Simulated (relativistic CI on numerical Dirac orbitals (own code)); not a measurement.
**Co3+: resonant inelastic scattering at the L2,3 edge**

Computed with this model: Dirac-Coulomb-Breit CI, orbitals from a KLI potential per configuration, QED by a radiative potential, valence Slater integrals scaled by 0.8, Kramers-Heisenberg scattering through one core-hole configuration in a parametric crystal field; configurations [Ar] 3d6 → [He] 2s2 2p5 3s2 3p6 3d7; 300 K; core-hole width 0.4 eV; summed over polarisations. Incident energies are the highest absorption maxima for each field (at most a few, so the weaker spin-orbit partner edge can be absent), on the computed scale of the free ion. Intensities are in per cent of the strongest line above 0.02 eV; levels within 1 cm⁻¹ are merged; final levels count from the ground level, the first row holds all elastic scattering, lines under 0.4 are left out and each table stops after 24 rows. The scale of the Slater integrals is a model choice and moves the terms in proportion.

Field parameters in Wybourne normalisation: Td as Oh with Dq negative (B⁴₀ = 21Dq, B⁴₄ = √(5/14) B⁴₀). The field is a parameter set, without covalency.

S is read from ⟨S²⟩ = S(S + 1).

Td, 10Dq = -1800 cm⁻¹:

| Final level (eV) | Degeneracy | Irrep | S | 782.4 eV | 783.2 eV | 784 eV |
| --- | --- | --- | --- | --- | --- | --- |
| 0.000 | 1 | A1 | 2.00 | 145.3 | 187.9 | 220.0 |
| 0.005 | 3 | T1 | 2.00 | 8.5 | 21.5 | 63.6 |
| 0.011 | 2 | E | 2.00 | 6.5 | 29.2 | 51.9 |
| 0.021 | 3 | T2 | 2.00 | 15.7 | 31.6 | 27.9 |
| 0.032 | 1 | A2 | 2.00 | 6.2 | 11.8 | 5.0 |
| 0.204 | 3 | T2 | 2.00 | 20.4 | 53.7 | 100.0 |
| 0.243 | 3 | T1 | 2.00 | 14.5 | 35.6 | 41.2 |
| 0.253 | 2 | E | 2.00 | 9.2 | 25.9 | 41.9 |
| 0.294 | 3 | T2 | 2.00 | 11.4 | 54.6 | 11.3 |
| 0.304 | 3 | T1 | 2.00 | 9.4 | 37.5 | 21.4 |
| 0.314 | 1 | A1 | 2.00 | 1.3 | 19.3 | 9.6 |
| 2.475 | 1 | A1 | 1.00 | 1.2 | 0.1 | 0.1 |
| 2.487 | 3 | T1 | 1.00 | 3.2 | 0.7 | 0.4 |
| 2.502 | 3 | T2 | 1.00 | 2.6 | 1.3 | 0.5 |
| 2.513 | 2 | E | 1.00 | 2.3 | 1.1 | 0.5 |
| 2.588 | 3 | T1 | 1.00 | 1.9 | 1.1 | 0.2 |
| 2.588 | 3 | T2 | 1.00 | 2.0 | 0.8 | 0.3 |
| 2.673 | 1 | A2 | 1.00 | 1.3 | 0.2 | 0.1 |
| 2.679 | 3 | T2 | 1.00 | 4.4 | 0.2 | 0.8 |
| 2.682 | 2 | E | 1.00 | 3.5 | 0.1 | 0.7 |
| 2.698 | 3 | T2 | 1.00 | 3.7 | 1.2 | 0.8 |
| 2.716 | 2 | E | 0.99 | 2.0 | 1.5 | 0.5 |
| 2.728 | 3 | T1 | 1.00 | 3.0 | 2.6 | 0.4 |
| 2.778 | 3 | T1 | 1.00 | 2.9 | 4.5 | 0.6 |

Td, 10Dq = -4150 cm⁻¹:

```tsv
Final level (eV)	Degeneracy	Irrep	S	782.6 eV	783.3 eV	784.2 eV
0.000	1	A1	2.00	142.9	157.9	129.2
0.004	3	T1	2.00	11.5	13.6	30.8
0.008	2	E	2.00	10.1	23.5	26.3
0.013	3	T2	2.00	18.9	25.2	14.3
0.019	1	A2	2.00	6.4	10.4	4.6
0.477	3	T2	2.00	25.6	43.0	100.0
0.517	3	T1	2.00	16.4	42.7	43.0
0.520	2	E	2.00	10.1	33.1	43.2
0.570	3	T2	2.00	13.9	61.4	10.4
0.574	3	T1	2.00	10.8	44.4	19.2
0.579	1	A1	2.00	1.5	19.7	10.6
2.305	3	T2	1.00	2.3	1.4	1.2
2.311	2	E	1.00	2.0	1.8	1.0
2.313	1	A1	1.00	2.0	0.3	0.3
2.318	3	T1	1.00	3.5	1.5	1.0
2.603	3	T2	1.00	1.4	0.6	0.3
2.605	3	T1	1.00	1.6	0.7	0.3
2.718	3	T2	1.00	3.3	0.9	1.3
2.720	2	E	1.00	2.8	0.7	0.7
2.768	1	A2	1.00	1.4	0.7	0.2
2.781	3	T2	1.00	6.0	1.8	1.1
2.801	2	E	0.99	3.7	2.3	0.6
2.824	3	T1	1.00	5.1	3.4	0.4
2.855	3	T1	1.00	7.4	6.3	1.1
```

Td, 10Dq = -6450 cm⁻¹:

```tsv
Final level (eV)	Degeneracy	Irrep	S	782.8 eV	783.5 eV	784.4 eV
0.000	1	A1	2.00	154.4	152.4	89.6
0.003	3	T1	2.00	17.5	10.0	19.3
0.006	2	E	2.00	14.3	21.3	17.6
0.011	3	T2	2.00	19.7	18.5	11.0
0.015	1	A2	2.00	6.7	6.0	4.1
0.757	3	T2	2.00	29.8	42.7	100.0
0.796	3	T1	2.00	18.7	47.4	39.4
0.797	2	E	2.00	9.1	32.4	38.6
0.850	3	T2	2.00	13.3	64.3	9.4
0.852	3	T1	2.00	10.7	48.9	16.0
0.855	1	A1	2.00	1.9	15.8	8.7
2.075	3	T2	1.00	1.5	1.9	3.0
2.079	2	E	1.00	1.4	2.2	1.5
2.108	3	T1	1.00	5.1	2.3	2.4
2.112	1	A1	1.00	3.0	0.5	1.0
2.618	3	T2	1.00	0.8	0.6	0.4
2.621	3	T1	1.00	1.2	0.7	0.7
2.729	3	T2	1.00	2.2	1.6	1.8
2.733	2	E	1.00	2.1	1.2	0.5
2.810	1	A2	1.00	1.8	1.0	0.3
2.821	3	T2	0.99	7.1	2.0	1.3
2.846	2	E	0.99	4.1	2.2	0.8
2.849	3	T1	1.00	7.8	5.0	1.6
2.874	3	T1	1.00	5.3	2.2	0.6
```

For the first field the strongest loss at the lowest incident energy is the level at 0.20 eV (S = 2.00, against 2.00 in the thermal ground state). Levels of other spin, the first over 8 % at 2.97 eV, appear because spin-orbit coupling of the core hole, and in heavier ions of the valence shell too, mixes spins.
